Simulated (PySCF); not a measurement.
C3H10Si3.

```xyz
16

C      3.3377     0.3434     0.0000
C      2.1784    -0.3267     0.0000
C      0.8143     0.2764     0.0000
Si    -0.3842    -0.1732    -1.4433
Si    -2.2160     0.2136     0.0000
Si    -0.3842    -0.1732     1.4433
H      3.3668     1.4381     0.0000
H      4.2970    -0.1803     0.0000
H      2.2091    -1.4245     0.0000
H      0.8786     1.3816     0.0000
H     -0.2662    -1.6298    -1.7537
H     -0.1761     0.6092    -2.6973
H     -3.3874    -0.7070     0.0000
H     -2.6800     1.6330     0.0000
H     -0.1761     0.6092     2.6973
H     -0.2662    -1.6298     1.7537
```

Coordinates come from a B3LYP-D3(BJ)/def2-SVP optimisation. This is a generated structure with no PubChem entry under its InChIKey; it may be hypothetical. Other conformers were not sampled.

These are PySCF with PBE/pcSseg-1 values and carry that method's errors. Non-relativistic, no solvent.

### Question
Give the absolute GIAO shielding of each atom: isotropic value and principal components (ppm). (The exact figures need the calculation; the answer reports its results.)

### Answer

```tsv
atom	σ(iso)	σ11	σ22	σ33	span
C1	65.5	-35.1	85.7	145.9	181.0
C2	32.9	-83.5	44.7	137.5	221.0
C3	151.3	122.8	143.7	187.4	64.6
Si4	388.3	336.0	373.3	455.7	119.7
Si5	443.1	407.4	457.3	464.8	57.4
Si6	388.3	336.0	373.3	455.7	119.7
H7	26.1	22.9	25.3	30.2	7.4
H8	26.3	23.5	25.1	30.3	6.8
H9	25.2	22.6	23.8	29.2	6.6
H10	29.0	26.8	28.5	31.6	4.7
H11	26.6	24.2	25.2	30.5	6.3
H12	26.4	22.7	24.2	32.4	9.6
H13	27.4	23.9	24.9	33.5	9.5
H14	27.4	24.2	25.7	32.3	8.2
H15	26.4	22.7	24.2	32.4	9.6
H16	26.6	24.2	25.2	30.5	6.3
```
